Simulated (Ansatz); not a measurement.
Zn6O6, a cluster cut from wurtzite ZnO (bare), relaxed as a singlet with RKS PBE-D4/def2-SVP in Ansatz, starting from the GFN1-xTB geometry. Force threshold 0.03 eV/Å.

Start:

```xyz
12

Zn    0.4029   -1.7454   -0.8367
O    -1.4104   -1.3561   -1.1325
O     0.3327   -1.8809    1.2117
Zn   -1.3549   -1.1202    0.9052
Zn   -1.6023    0.5093   -1.0431
O    -1.9275    0.6658    0.9767
O     1.9288   -0.6663   -0.9799
Zn    1.5990   -0.5068    1.0470
Zn    1.3535    1.1166   -0.9077
O    -0.3328    1.8816   -1.2110
O     1.4110    1.3557    1.1342
Zn   -0.3999    1.7468    0.8363
```

Task: Estimate the energy that the relaxation releases and the steps that it takes.

Result: 0.30 eV, in 4 steps; 12 s on 2 threads of AMD EPYC 7R13 on a shared host and a share (18 GiB) of an NVIDIA H100 80GB HBM3. No frequencies were taken in this run, so the end may be a saddle point.

Task: Does the start keep its bonding and symmetry?

Result: By distances, no bond broke or formed. The bond that changes most is Zn5–O6, from 2.05 to 2.09 Å (atoms count from 1). Point group D3d at the start, D3d at the end, both within 0.05 Å.

Task: Predict the relaxed structure.

Result: 
```xyz
12

Zn    0.400   -1.731   -0.898
O    -1.472   -1.408   -1.102
O     0.350   -1.960    1.183
Zn   -1.345   -1.105    0.967
Zn   -1.580    0.500   -1.103
O    -2.001    0.689    0.940
O     2.001   -0.689   -0.940
Zn    1.580   -0.500    1.103
Zn    1.345    1.105   -0.967
O    -0.350    1.960   -1.183
O     1.472    1.408    1.102
Zn   -0.400    1.731    0.898
```
Bond lengths (bridged metal pairs left out): 18 × O–Zn 1.91 to 2.09 Å.
